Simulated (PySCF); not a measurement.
Ge(Br)(OMe) (CH₃BrGeO), SMILES C[O][Ge][Br] (connectivity only; charge and spin as stated), neutral, multiplicity 1. Heavy atoms are numbered as in [Ge:1]([Br:2])[O:3][CH3:4]. Hydrogens are named by the atom that carries them.

Coordinates come from a PBE0-D3(BJ)/def2-SVP optimisation. The structure was generated by enumeration; whether it is a known compound was not checked. The values are those of a single conformer.

The numbers are results of PySCF with KT2/pcSseg-1, not measurements.

GIAO shieldings, no solvent; atoms alike by connectivity are averaged. δ = σ(ref) − σ: ⁷³Ge against GeH4 (σ = 1669.3 ppm); ¹⁷O against H2O (σ = 330.4 ppm); ¹³C against TMS (σ = 185.1 ppm); ¹H against TMS (σ = 31.47 ppm), references at their B3LYP-D3(BJ)/def2-TZVP geometries, non-relativistic (without spin–orbit terms, shifts of atoms bonded to Cl or Br come out too high).

| nucleus | atoms | count | δ (ppm) |
|---|---|---|---|
| ⁷³Ge | Ge1 | 1 | 652.1 |
| ¹⁷O | O3 | 1 | 283.2 |
| ¹³C | C4 (CH3) | 1 | 60.8 |
| ¹H | H on C4 | 3 | 4.85 |
